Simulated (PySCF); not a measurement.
SeF4, SMILES F[Se](F)(F)F. Atoms are numbered in the order given.

```xyz
5

Se     0.0000     0.0000     0.3228
F      1.1805     1.1805    -0.3049
F      1.1805    -1.1805    -0.3049
F     -1.1805    -1.1805    -0.3049
F     -1.1805     1.1805    -0.3049
```

The structure is a stationary point at PBE-D3(BJ)/def2-SVP. The geometry has at least one imaginary mode, so it is a saddle point at that level. The isomer is the one that the SMILES or the coordinates give; other isomers of the formula were not compared.

Method: PBE-D3(BJ)/def2-SVP in PySCF 2.14.0.

Frequencies are harmonic and unscaled.

Modes within 1.5 cm⁻¹ of each other (mostly degenerate sets) share a row, with their intensities summed.

```
mode  ν (cm⁻¹)  IR (km/mol)  moving atoms (share of kinetic energy)
----  --------  -----------  --------------------------------------
1         105i          0.0                                 F 100 %
2          330         24.2                         F 65 %, Se 35 %
3–4        343         27.2                         F 86 %, Se 14 %
5          393          0.0                                 F 100 %
6          551          0.0                                 F 100 %
7–8        652        301.5                         F 71 %, Se 29 %
9          654         30.6                         F 86 %, Se 14 %
```
